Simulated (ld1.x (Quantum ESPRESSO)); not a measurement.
**Transferability test, TM potential for Gd (Z = 64)**

ld1.x (Quantum ESPRESSO) 7.5 input, shortened:

```
&input
   title='Gd', zed=64., rel=1, dft='PBE', iswitch=3,
   config='[Xe] 4f7 5d0 6s0 6p0'
 /
 &inputp
   pseudotype=2, tm=.true., lloc=-1, rcloc=2.05,
   nlcc=.true., rcore=1.58
 /
3
5S  1  0   2.00   0.00  1.40  1.40  0.0
5P  2  1   6.00   0.00  2.15  2.15  0.0
5D  3  2   0.00   0.00  1.80  1.80  0.0
 &test
   configts(1)='5s2 5p6 5d0 6s0 6p0'
 /
```

Energies are relative to the spin-unpolarised reference configuration 5s2 5p6 5d0 6s0 6p0; without spin polarisation the order of configurations can differ from experiment.

| valence configuration | charge | ΔE all-electron (eV) | error AE − PS (meV) |
| --- | --- | --- | --- |
| 5s2 5p6 5d1 6s2 6p0 | 0 | -38.580 | -282 |
| 5s2 5p6 5d1 6s0 6p0 | +2 | -19.835 | -45 |
| 5s2 5p6 5d1 6s0 6p1 | +1 | -28.360 | -45 |
| 5s2 5p6 5d2 6s0 6p0 | +1 | -30.824 | -130 |
| 5s2 5p6 5d2 6s1 6p0 | 0 | -36.810 | -218 |
| 5s2 5p6 5d0 6s2 6p0 | +1 | -32.534 | -328 |

Q: What are ΔE and the potential's error for 5s2 5p6 5d1 6s1 6p0?

A: ΔE = -31.935 eV all-electron; the error (AE − PS) is -202 meV.

Levels in the configuration 5s2 5p6 5d1 6s0 6p1:

```csv
level,all-electron (eV),pseudo (eV)
5s,-57.340,-57.096
5p,-34.830,-34.631
5d,-9.378,-9.294
6p,-6.369,-6.367
```
